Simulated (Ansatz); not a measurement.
C$_{2}$H$_{8}$FInO, SMILES `[CH3][In-]([CH3])([OH2+])[F]` from Hartree–Fock to CCSD(T)

```xyz
13

C     1.140   -1.636   -1.063
In   -0.084   -0.345    0.109
C    -2.068    0.411    0.336
O     1.188    1.687    0.114
F     0.875   -0.068    1.899
H     1.939   -1.043   -1.510
H     1.586   -2.387   -0.410
H     0.578   -2.132   -1.854
H    -2.127    0.960    1.276
H    -2.325    1.077   -0.489
H    -2.795   -0.402    0.357
H     0.724    2.523    0.211
H     1.371    1.355    1.024
```

The species carries charge 0 and has multiplicity 1. Correlated methods include outer-core shells of In, which these sets cover unevenly. In: def2 effective core potential. The structure was optimised at the PBE0-D4/def2-TZVP level. It is one conformer, not always the lowest. Frozen core, restricted reference, the Gaussian-basis code of Ansatz.

```csv
basis,HF (Eh),MP2 corr.,CCSD corr.,(T),CCSD(T) total
def2-SVP,-443.74135,-0.78293,-0.83015,?,?
def2-TZVPP,-444.06022,-1.17688,?,-0.03999,?
def2-QZVPP,?,?,–,–,–
```

(1) Fill in the withheld values. (Estimate.)

Answers

(1) The calculation gave: def2-SVP (T): -0.01929; def2-SVP CCSD(T) total: -444.59079; def2-TZVPP CCSD corr.: -1.20085; def2-TZVPP CCSD(T) total: -445.30106; def2-QZVPP HF (Eh): -444.07416; def2-QZVPP MP2 corr.: -1.43517.
